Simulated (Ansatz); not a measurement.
Cost and result up the ladder for Cu2(OH)4 (Cu2O4H4) (10 atoms). The state is a triplet with charge 0. Geometry: PBE-D4/def2-SVP.

```csv
atom,x (Å),y (Å),z (Å)
Cu1,0.3207,-0.2038,1.3681
O2,1.2613,-0.6072,2.8474
O3,-0.8104,-1.0774,0.0419
Cu4,-0.3751,0.2147,-1.3525
O5,-0.2748,0.3042,-3.1462
O6,-0.0066,1.3280,0.2057
H7,0.7287,-0.4794,3.6580
H8,-0.5116,-1.9820,-0.1743
H9,-1.1163,0.6130,-3.5385
H10,0.7841,1.8899,0.0905
```

Ansatz on 4 threads of Arm Neoverse V1 on a shared host. Times are rough, and most runs start from the orbitals of an earlier one. PBE0-D4/def2-TZVPD serves as the yardstick here, not as an exact answer. Differences are given only for rows in sets of like size (and for xTB, whose basis is part of the method), since another set adds its own error. Binding counts from free atoms at the same level (Cu doublet, O triplet, H doublet; other spins of the atoms weren't run), without zero-point energy or a counterpoise term.

LC-ωPBE has ω = 0.4 bohr⁻¹. Correlated methods freeze 22 core orbitals. The rows differ in basis, and correlated rows in double-zeta sets carry the largest basis error. In CCSD on the charge 0 triplet the largest single amplitude is 0.21, so its Hartree–Fock determinant may place the open shell otherwise than the density functionals do.

Run but left out: HF/STO-3G (⟨S²⟩ 4.03, where a pure state has 2.00).

Correlated methods converge slowly with the basis, most of all in double-zeta sets.

| level | functions | wall time | binding energy per atom (eV) | difference from PBE0-D4/def2-TZVPD (eV) |
| --- | --- | --- | --- | --- |
| PBE-D4/def2-SVP | 138 | 3.4 s | 3.48 | – |
| PBE-D4/def2-TZVP | 238 | 7 s | 3.36 | 0.18 |
| PBE0-D4/def2-SVP | 138 | 7 s | 3.25 | – |
| PBE-D4/def2-TZVPD | 292 | 10 s | 3.37 | 0.19 |
| r2SCAN-D4/def2-TZVP (with forces) | 238 | 15 s | 3.33 | 0.14 |
| LC-ωPBE/def2-TZVP | 238 | 21 s | 3.19 | 0.01 |
| r2SCAN-D4/def2-TZVPD | 292 | 21 s | 3.34 | 0.16 |
| PBE0-D4/def2-TZVP | 238 | 22 s | 3.17 | -0.02 |
| B97M-V/def2-TZVP | 238 | 22 s | 3.26 | 0.08 |
| PBE0-D4/def2-TZVPD | 292 | 37 s | 3.18 | 0.00 |
| CCSD(T)/def2-SVP | 138 | 2.6 min | 3.02 | – |
